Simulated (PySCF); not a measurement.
Geometry:
```tsv
atom	x (Å)	y (Å)	z (Å)
Si1	2.155	-0.320	0.031
C2	0.611	0.721	-0.142
N3	0.645	2.000	-0.383
N4	-0.617	2.459	-0.455
C5	-1.402	1.452	-0.256
N6	-0.699	0.298	-0.046
Si7	-1.328	-1.308	0.260
H8	2.120	-1.370	-0.995
H9	2.135	-0.958	1.353
H10	3.304	0.559	-0.130
H11	-2.471	1.495	-0.251
H12	-0.842	-1.712	1.576
H13	-0.832	-2.167	-0.812
H14	-2.779	-1.149	0.226
```

[PySCF: coordinates at the GFN2-xTB level; shieldings: GIAO PBE0/pcSseg-1; one conformer; in vacuum; relativity neglected; rapidly exchanging positions averaged]

Scale: TMS for ¹³C and ¹H and ²⁹Si; ¹⁵N against NH3 (reference shieldings calculated alike).

```
      atoms  nucleus  count  Hirshfeld charge  δ (ppm)
         C5      ¹³C      1              0.04    152.0
  H8/H9/H10       ¹H      3             -0.07     4.73
        Si7     ²⁹Si      1              0.39        ?
        Si1     ²⁹Si      1              0.32    -88.1
         C2      ¹³C      1             -0.02    152.5
         N3      ¹⁵N      1             -0.15        ?
         N4      ¹⁵N      1             -0.16    372.3
H12/H13/H14       ¹H      3             -0.06     5.22
         N6      ¹⁵N      1             -0.11        ?
        H11       ¹H      1              0.07     7.99
```

Question: Estimate the values marked ?.

Answer: 
- Si7: -56.9 ppm, silicon bonded to N, 3 H
- N3: 402.1 ppm, pyridine-type nitrogen of an azole
- N6: 186.3 ppm, pyrrole-type ring nitrogen

Shifts are as computed. Against solution values, carbons near 30 ppm lie about +3 ppm off and those near 130 ppm about +5 ppm. Of 1211 compounds with measured shifts, 218 miss one by over three times the rms of a fit or turn the order of signals round; such compounds aren't used in these exercises. Experimental scales use liquid or dissolved standards, which lie at an offset from isolated NH3 (liquid NH3: subtract about 20 ppm). Unscaled 15N shifts of sp2 nitrogen come out 20 to 40 ppm too high even then.
